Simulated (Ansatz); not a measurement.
Basis-set extrapolation for CH4AlNO, SMILES `[NH2][AlH][CH]=O` (PBE0-D4/def2-TZVP geometry, frozen core, Ansatz). Multiplicity 1, RHF reference.

```csv
,def2-TZVPP,def2-QZVPP
HF,-411.515581,-411.531029
MP2 correlation,-0.677312,-0.727551
CCSD(T) correlation,-0.730386,not run
```

Energies in hartree. Use E(X) = E(∞) + A·exp(−7.88·√X) for Hartree–Fock and E(X) = E(∞) + B·X^(−2.97) for correlation, with X = 3 and 4, and add CCSD(T) minus MP2 of the smaller set to the MP2 limit.

Question: What is the CCSD(T) energy at the basis-set limit?

Answer: HF limit: -411.531029 + (-0.015448) × 0.13774 = -411.53316. MP2 limit: -0.727551 + (-0.050239) × 0.74074 = -0.76477. Higher-order term: -0.730386 − (-0.677312) = -0.05307. Total: -412.35100 hartree, 275.8 kJ/mol below CCSD(T)/def2-TZVPP.
